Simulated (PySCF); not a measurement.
## SMILES C[C@@H]1CC[NH2+][B@H-]1O, C$_{4}$H$_{12}$BNO

Molfile (atoms numbered from 1):
```
C4H12BNO
     RDKit          3D

 19 19  0  0  0  0  0  0  0  0999 V2000
    2.1923   -0.2981   -0.0175 C   0  0  0  0  0  0  0  0  0  0  0  0
    0.7343   -0.2415    0.4306 C   0  0  2  0  0  0  0  0  0  0  0  0
   -0.1043   -1.3090   -0.2865 C   0  0  0  0  0  0  0  0  0  0  0  0
   -1.5449   -0.8452   -0.1356 C   0  0  0  0  0  0  0  0  0  0  0  0
   -1.5152    0.5685   -0.5104 N   0  0  0  0  0  0  0  0  0  0  0  0
   -0.0083    1.1949    0.1736 B   0  0  1  0  0  0  0  0  0  0  0  0
   -0.3902    1.8445    1.3712 O   0  0  0  0  0  0  0  0  0  0  0  0
    2.6216   -1.2847    0.1579 H   0  0  0  0  0  0  0  0  0  0  0  0
    2.7790    0.4351    0.5292 H   0  0  0  0  0  0  0  0  0  0  0  0
    2.2742   -0.0715   -1.0788 H   0  0  0  0  0  0  0  0  0  0  0  0
    0.7068   -0.4574    1.5026 H   0  0  0  0  0  0  0  0  0  0  0  0
    0.0376   -2.3081    0.1264 H   0  0  0  0  0  0  0  0  0  0  0  0
    0.1610   -1.3362   -1.3464 H   0  0  0  0  0  0  0  0  0  0  0  0
   -1.8366   -0.9069    0.9134 H   0  0  0  0  0  0  0  0  0  0  0  0
   -2.2533   -1.4194   -0.7433 H   0  0  0  0  0  0  0  0  0  0  0  0
   -2.3025    1.0933   -0.1447 H   0  0  0  0  0  0  0  0  0  0  0  0
   -1.4653    0.6765   -1.5174 H   0  0  0  0  0  0  0  0  0  0  0  0
    0.4197    1.8892   -0.7017 H   0  0  0  0  0  0  0  0  0  0  0  0
   -0.5157    2.7852    1.2700 H   0  0  0  0  0  0  0  0  0  0  0  0
  1  2  1  0
  2  3  1  0
  3  4  1  0
  4  5  1  0
  5  6  1  0
  6  7  1  0
  6  2  1  0
  1  8  1  0
  1  9  1  0
  1 10  1  0
  2 11  1  1
  3 12  1  0
  3 13  1  0
  4 14  1  0
  4 15  1  0
  5 16  1  0
  5 17  1  0
  6 18  1  6
  7 19  1  0
M  CHG  2   5   1   6  -1
M  END
```

Method: TDDFT B3LYP/def2-SVPD circular dichroism and optical rotation, one conformer, gas phase in PySCF. Geometry: GFN2-xTB.

The molecule is flexible and this is one conformer; a measurement averages over conformers. States above about 6.7 eV (minus the energy of the highest occupied orbital) lie near or above the ionisation threshold and depend on the basis.

Stereocentres: C2 R, B6 S.

Question: Give the optical rotatory dispersion at 633, 589.3, 546, 436, 405, 365, 355 nm.

Answer: [α] in deg dm⁻¹ (g/mL)⁻¹:
```csv
λ (nm),origin-invariant length gauge,modified velocity gauge,length gauge (centre of mass),isotropic polarisability (au)
633,+3.1,+13.8,+2.9,78.4
589.3,+5.6,+18.3,+5.3,78.7
546,+9.7,+24.8,+9.3,79.0
436,+39.8,+66.6,+39.2,80.4
405,+62.3,+95.3,+61.6,81.1
365,+118.8,+164.0,+117.9,82.2
355,+141.8,+191.4,+140.9,82.6
```

Question: And for the mirror image at 589.3 nm?

Answer: -5.6 deg dm⁻¹ (g/mL)⁻¹ (origin-invariant length gauge): the same size and the opposite sign.

Question: What is the molar rotation [Φ] = [α]·M/100 of the geometry above at 589.3 nm?

Answer: With M = 100.96 g/mol, +5.7 deg cm² dmol⁻¹ (origin-invariant length gauge).

The first excitation lies at 5.76 eV (215 nm) with R = +28.8 × 10⁻⁴⁰ esu² cm² (velocity form).
